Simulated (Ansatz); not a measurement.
Geometry optimisation, RKS PBE0/def2-SVP in Ansatz.

input.yaml

```yaml
crystal:
  periodic: [false, false, false]
  atoms:
    - { symbol: Ga, position_ang: [0.0, 0.0, 0.0] }
    - { symbol: Cl, position_ang: [0.0, 0.0, 2.59] }
    - { symbol: H, position_ang: [1.3596, 0.0, -0.785] }
    - { symbol: H, position_ang: [-1.3596, 0.0, -0.785] }
    - { symbol: S, position_ang: [0.1074, -2.4365, 0.8104] }
    - { symbol: H, position_ang: [-0.6501, -3.2469, -0.0437] }
    - { symbol: H, position_ang: [0.0646, -1.4642, 2.0775] }
basis:
  gaussian: { orbitals: def2-SVP }
hamiltonian:
  xc: pbe0
relax:
  f_tol: 0.15
  max_steps: 25
  restrain:
    - { distance: [0, 4], at: 2.27, k: 30.0 }
    - { distance: [6, 1], at: 1.37, k: 30.0 }
    - { distance: [0, 1], at: 3.44, k: 30.0 }
    - { distance: [6, 4], at: 2.6, k: 30.0 }
```

Run as:

```bash
$ ansatz run input.yaml --threads 2 --pin off --max-ram 3072MiB --backend cpu --events-out ev --progress --plain --runs-dir out
```

Where does it end, and by what steps?

The run converged. The restraints hold the end off the free minimum. After 6 steps the energy has fallen by 1.228 eV (the restraints' own energy left out); Ga1 moved furthest, 0.70 Å.

| step | energy less start (eV) | largest force component (eV/Å) | accepted |
| --- | --- | --- | --- |
| 0 | 0.0000 | 2.111 | yes |
| 1 | -0.2548 | 2.405 | yes |
| 2 | -0.5299 | 2.287 | yes |
| 3 | -0.9526 | 1.181 | yes |
| 4 | -1.1265 | 1.249 | yes |
| 5 | -1.2131 | 1.043 | yes |
| 6 | -1.2283 | 0.908 | yes |

```xyz
7
Properties=species:S:1:pos:R:3
Ga 0.053 -0.505 -0.479
Cl -0.058 -0.025 2.921
H 1.378 0.309 -0.523
H -1.386 -0.102 -0.924
S 0.340 -2.632 0.227
H -0.975 -2.952 0.229
H 0.170 -1.239 2.412
```

Run time: 13 s on 2 threads of Arm Neoverse V2, with other jobs on the host, peak memory 0.19 GiB.
